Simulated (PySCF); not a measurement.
C₃H₂O, SMILES C(=C=C)=O.

Coordinates come from a r2SCAN-D4/def2-SVP optimisation.

The numbers are results of PBE/def2-TZVPD in PySCF, not measurements.

Symmetry labels are those of the subgroup Cs that the program uses (full group Cs).

Computed valence orbital energies around the gap with their symmetry:
```json
[
 {"orbital": "HOMO−7", "symmetry": "A'", "energy (eV)": "-17.25"},
 {"orbital": "HOMO−6", "symmetry": "A'", "energy (eV)": "-12.74"},
 {"orbital": "HOMO−5", "symmetry": "A'", "energy (eV)": "-12.07"},
 {"orbital": "HOMO−4", "symmetry": "A'", "energy (eV)": "-11.49"},
 {"orbital": "HOMO−3", "symmetry": "A\"", "energy (eV)": "-11.15"},
 {"orbital": "HOMO−2", "symmetry": "A'", "energy (eV)": "-10.54"},
 {"orbital": "HOMO−1", "symmetry": "A\"", "energy (eV)": "-7.80"},
 {"orbital": "HOMO", "symmetry": "A'", "energy (eV)": "-5.66"},
 {"orbital": "LUMO", "symmetry": "A\"", "energy (eV)": "-3.77"},
 {"orbital": "LUMO+1", "symmetry": "A'", "energy (eV)": "-0.76"},
 {"orbital": "LUMO+2", "symmetry": "A'", "energy (eV)": "0.28"},
 {"orbital": "LUMO+3", "symmetry": "A'", "energy (eV)": "0.47"}
]
```
